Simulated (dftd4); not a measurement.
AgCl, triplet, geometry from GFN2-xTB (such geometries of metal compounds can be far from the true shape) (the multiplicity is a formal guess); D4 for b3lyp (dftd4).

The dftd4 input:
```
$ dftd4 mol.xyz --func b3lyp --charge 0 --json dftd4.json --noedisp

# file mol.xyz
2

Ag    -0.00000000    -0.00000000    -0.65923567
Cl     0.00000000     0.00000000     1.82259273
```

The log (banner, timings and long lists left out):

```
                    ____  _____ _____     ____  _  _
      -------------|  _ \|  ___|_   _|---|  _ \| || |------------
     |             | | | | |_    | | ___ | | | | || |_           |
     |             | |_| |  _|   | ||___|| |_| |__   _|          |
     |             |____/|_|     |_|     |____/   |_|            |
     |             ===================================           |
     |            E. Caldeweyher, S. Ehlert & S. Grimme          |
     |          Mulliken Center for Theoretical Chemistry        |
     |                    University of Bonn                     |
      -----------------------------------------------------------

Rational (Becke-Johnson) damping: b3lyp-D4-ATM
---------------------
  s6         1.0000
  s8         2.0293
  s9         1.0000
  a1         0.4087
  a2         4.5381
 alp        16.0000
--------------------

Dispersion energy:      -2.2210723279518E-03 Eh

[Info] JSON dump of results written to 'dftd4.json'
```
